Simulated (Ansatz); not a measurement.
Cost and result for the atomization energy of GeH₆O₃Si (`[OH][Ge]([OH])([OH])[SiH3]`) (11 atoms, 10 bonds).

Z-matrix (Å, degrees):
```
Ge
O 1 1.777
O 1 1.777 2 106.9
O 1 1.777 2 106.9 3 114.1
Si 1 2.380 2 112.0 3 -122.9
H 2 0.961 1 110.8 3 -2.9
H 3 0.961 1 110.8 2 111.1
H 4 0.961 1 110.8 2 -2.9
H 5 1.484 1 108.7 2 -53.9
H 5 1.484 1 108.7 2 66.1
H 5 1.484 1 108.7 2 -173.9
```

Charge 0, multiplicity 1. Correlated methods include outer-core shells of Ge, which these sets cover unevenly. Scalar relativity is left out up to krypton. Geometry: relaxed with PBE0-D4/def2-TZVP. It is one conformer, not always the lowest. Program: Ansatz. Hardware: A = 2 threads of an AMD EPYC 7R13 on a shared host; B = 2 threads of an AMD EPYC 7R13 on a shared host and a share of an NVIDIA H100 80 GB. Times are those of one run each, without the atoms' runs, and a repeat can differ threefold. Electronic energies, without spin–orbit coupling; frozen cores. CCSD(T)/CBS adds CCSD(T) − MP2 in def2-TZVPP to the MP2 limit, and its time is that of the two runs behind it. T1 = 0.013. With those shells the extrapolation isn't a true limit. B3LYP takes the VWN-RPA correlation (the form of Gaussian; ORCA's B3LYP/G).

CCSD(T)/CBS is a level of theory with its own doubt, some kJ/mol a heavy atom from the limit and from the frozen cores, so smaller differences don't rank the functionals.

```tsv
level	functions	atomization (kcal/mol)	difference from CCSD(T)/CBS	per bond
CCSD(T)/def2-TZVPP [B]	267	871.6	-26.1	-2.6
ωB97M-V/def2-TZVPP (with forces) [A]	267	888.6	-9.1	-0.9
CCSD(T)/CBS(def2)	–	897.7	0.0	0.0
r2SCAN-D4/def2-TZVPP (with forces) [A]	267	890.6	-7.1	-0.7
PBE-D4/def2-TZVPP (with forces) [A]	267	896.9	-0.8	-0.1
B2PLYP/def2-TZVPP [A]	267	877.7	-20.0	-2.0
PBE0-D4/def2-TZVPP [A]	267	875.4	-22.3	-2.2
MP2/def2-QZVPP [B]	510	904.3	6.6	0.7
ωB97X-V/def2-TZVPP [A]	267	894.6	-3.1	-0.3
B3LYP-D4/def2-TZVPP (with forces) [A]	267	882.7	-15.0	-1.5
```

Task: Order the runs by time, with rough figures. (Best estimate.)

Result: The calculation gave: PBE-D4/def2-TZVPP (with forces) [A] 3.9 s; MP2/def2-QZVPP [B] 5 s; PBE0-D4/def2-TZVPP [A] 5.5 s; r2SCAN-D4/def2-TZVPP (with forces) [A] 6.5 s; CCSD(T)/def2-TZVPP [B] 6.5 s; B3LYP-D4/def2-TZVPP (with forces) [A] 8 s; B2PLYP/def2-TZVPP [A] 9.6 s; ωB97X-V/def2-TZVPP [A] 12 s; CCSD(T)/CBS(def2) 12 s; ωB97M-V/def2-TZVPP (with forces) [A] 17 s.

From PBE to PBE0 (25 % exact exchange), in def2-TZVPP and without D4, the atomization energy moves by −20.7 kcal/mol: exact exchange takes away binding that semilocal exchange gives to molecules. In def2-TZVPP, CCSD(T) changes the Hartree–Fock value by +259.9 kcal/mol (the triples alone add +14.7 kcal/mol) and MP2 by +277.2 kcal/mol; breaking electron pairs costs correlation energy, which Hartree–Fock lacks. The D4 term adds +8.9 kcal/mol with B3LYP and +4.7 kcal/mol with PBE0; it sums over pairs of atoms, weighted by their polarisabilities, and B3LYP, whose exchange is more repulsive, gets the larger term.
